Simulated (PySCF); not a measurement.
All values below come from PBE-D3(BJ)/def2-TZVP // PBE-D3(BJ)/def2-SVP (PySCF). Isolated molecules, 0 K electronic values unless said otherwise. One relaxed conformer stands for a flexible species; it need not be the lowest. 

Reference species: [Zn(OH)(CH3)] (neutral, multiplicity 1).

```yaml
charge on the central atom (Mulliken): 0.38 e
HOMO: -6.36 eV
coordination_number: 2
HOMO–LUMO gap: 5.19 eV
```

Changed species: [Zn(OH)2] (0 of 2 OH replaced by CH3; the reference has 1 of 2 OH replaced by CH3).

Question: Give the shifts of the charge on the central atom (Mulliken), HOMO, coordination number and HOMO–LUMO gap.

Answer: the charge on the central atom (Mulliken) increases by 0.12 e, to 0.50 e; the HOMO falls by 0.40 eV, to -6.76 eV; the coordination number is nearly the same; the HOMO–LUMO gap decreases by 0.48 eV, to 4.71 eV.
